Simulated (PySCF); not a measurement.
**Excitation energy of Pb by level of theory**

Pb [Xe] 4f14 5d10 6s2 6p2 (3P) → Pb [Xe] 4f14 5d10 6s2 6p1 6d1 (high-spin determinant), as a difference of total energies. Computed with PySCF 2.14 in aug-cc-pVQZ-DK3, with scalar relativity by spin-free X2C-1e. Correlated levels: valence: [Xe] 4f14 5d10 frozen. The calculations carry no spin-orbit coupling.

```
           method  excitation energy (eV)
              UHF                   5.647
    MP2 (valence)                   5.683
SCS-MP2 (valence)                   5.682
   CCSD (valence)                   5.600
CCSD(T) (valence)                   5.575
```

Question: How much does correlation contribute at CCSD(T) (valence)?

Answer: 5.575 − (5.647) = -0.072 eV, measured against UHF.

Spin-orbit coupling is strong in these open shells (close to jj coupling). The scalar numbers leave it out and a first-order estimate fails, so it can dominate the gap to the real levels.

The promoted electron is Rydberg-like, and one or two diffuse shells describe it only roughly, which tends to raise the upper state.

The determinant of the upper state mixes LS terms, which raises its energy above the lowest term, most at the Hartree-Fock and MP2 levels.
